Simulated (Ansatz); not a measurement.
Reaction (formal hydrolysis of a C–C bond): `BNC(C)F` + H₂O → `BNC(O)F` + CH₄

Program: Ansatz. Geometries: PBE0-D4/def2-TZVP. ΔE: electronic, gas phase. CBS: MP2 limit from def2 TZ/QZ plus the TZ coupled-cluster correction, frozen cores. This one scheme is used for every species. Functionals use def2-TZVPP. B3LYP here is the variant with VWN-RPA as its local correlation; programs differ in this. Each species was taken in one conformer, which may not be the lowest.

| level | ΔE (eV) |
| --- | --- |
| PBE-D4 | 0.05 |
| ωB97X-V | 0.04 |
| ωB97M-V | 0.06 |
| B2PLYP | 0.06 |
| PBE | 0.03 |
| B3LYP | 0.02 |
| HF/def2-QZVPP | 0.00 |
| MP2/def2-QZVPP | 0.19 |

What does CCSD(T)/CBS give? (An estimate is asked.)

The calculation gave: +0.17 eV. The listed levels differ from it by -0.12, -0.13, -0.11, -0.11, -0.14, -0.15, -0.17, 0.02 eV.

Largest T1 diagnostic among the species: 0.013.

The D4 term adds +0.03 eV with B3LYP and +0.02 eV with PBE0; it sums over pairs of atoms, weighted by their polarisabilities, and B3LYP, whose exchange is more repulsive, gets the larger term. In def2-TZVPP, CCSD(T) changes the Hartree–Fock value by +0.12 eV (the triples alone add −0.00 eV) and MP2 by +0.16 eV.
